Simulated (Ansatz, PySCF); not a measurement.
Reaction (SMILES): C=CC [prop-1-ene] + C (CH4) -> C=C (C2H4) + CC (C2H6) [ethane]
Structures are relaxed separately at B3LYP-D3(BJ)/def2-TZVP in Ansatz (an electronic-structure program).

Property: bond separation energy (enthalpy at 298 K, with B3LYP-D3(BJ) rigid-rotor harmonic-oscillator terms from PySCF), in eV. Correlated levels leave the core frozen unless marked. Spin-orbit coupling is left out. No relativistic terms. CBS marks a two-point X^-3 extrapolation of the correlation energy; Hartree-Fock from the larger set. The bracket is a focal-point correction in the basis named.

```json
[
 {"level": "HF/6-31G*", "program": "Ansatz", "bond separation energy (eV)": "0.19"},
 {"level": "SVWN5/def2-TZVPD", "program": "Ansatz", "bond separation energy (eV)": "0.31"}
]
```

Question: Estimate the value at RI-MP2/CBS(cc-pVTZ,cc-pVQZ)+[CCSD(T)-MP2]/cc-pVTZ as computed with Ansatz.

Answer: 0.23 eV, so SVWN5/def2-TZVPD differs from it by 0.08 eV.
